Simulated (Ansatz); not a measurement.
System: (1-chloro-2-methylprop-1-enyl)silane, C$_{4}$H$_{9}$ClSi, charge 0, multiplicity 1. SMILES: C(Cl)(=C(C)C)[SiH3]
Geometry: optimised at B3LYP-D3(BJ)/def2-TZVP (Ansatz, a program for electronic structure).

Parts of the frozen-core correlation energy in aug-cc-pV(T+d)Z (Ansatz, hartree). Frozen orbitals: 14; correlated occupied orbitals by spin: 18 and 18; virtual: 469 and 469. Spin-orbit coupling is left out. No relativistic terms.

```json
[
 {"term": "reference (HF)", "value": "-905.21571"},
 {"term": "MP2 opposite-spin", "value": "-0.78539"},
 {"term": "MP2 same-spin", "value": "-0.22748"},
 {"term": "CCSD correlation", "value": "-1.07820"},
 {"term": "(T)", "value": "-0.04946"},
 {"term": "T1 diagnostic", "value": "0.011"},
 {"term": "largest doubles amplitude", "value": "0.053"}
]
```
